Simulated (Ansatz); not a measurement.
**Worked example: SnH3Cl + CH2FO → SnH2Cl + CH3FO**

Species: SnH3Cl `[Cl][SnH3]`, singlet; CH2FO `[O]CF`, doublet; SnH2Cl `[Cl][SnH2]`, doublet; CH3FO `OCF`, singlet. A radical takes H: the energy is the difference in strength between the Sn–H bond broken and the O–H bond made.

Shapes, held fixed at every level: PBE0-D4/def2-TZVP. Flexible molecules stand in one conformer, not always the lowest. Programs: Ansatz 0.2.0. The zero-point and thermal change to 298 K, harmonic and unscaled (PBE0-D4/def2-TZVP), is +18.4 kJ/mol.

At CCSD(T)/def2-TZVPP; 1 Eh = 2625.50 kJ/mol:

| species | energy (Eh) |
| --- | --- |
| SnH3Cl | -675.203811 |
| CH2FO | -214.027909 |
| SnH2Cl | -674.578304 |
| CH3FO | -214.704475 |

Question: Work out ΔH(298 K) of the reaction at this level.

Answer: 
1. Products less reactants: (-674.578304) + (-214.704475) − [(-675.203811) + (-214.027909)] = -0.051059 Eh = -134.1 kJ/mol.
2. With the thermal change: -134.1 + (+18.4) = -115.7 kJ/mol.

Other levels give -114.4 (wB97M-V/def2-TZVPP) to -64.5 kJ/mol (HF/def2-SVP). No measured value is set beside it here. Open shells run unrestricted unless RO is named. For atoms past krypton def2 sets carry core potentials with scalar relativity. Correlated rows may include outer-core shells of Sn, which these sets cover unevenly.
